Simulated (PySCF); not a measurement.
Method: PySCF 2.14.0 with PBE-D3(BJ)/def2-TZVP // B3LYP-D3(BJ)/def2-TZVP. All species are isolated molecules in the gas phase. 

Reference species (SMILES): `[CH3][Al]([CH3])[CH3]` (neutral, multiplicity 1).

```json
{
 "dipole_moment": "0.00 D"
}
```

Changed species: `[I][Al]([I])[CH3]` (whole molecule; the reference has whole molecule).

Problem. Predict the effect on the dipole moment.

Solution. the dipole moment increases by 1.62 D, to 1.62 D.
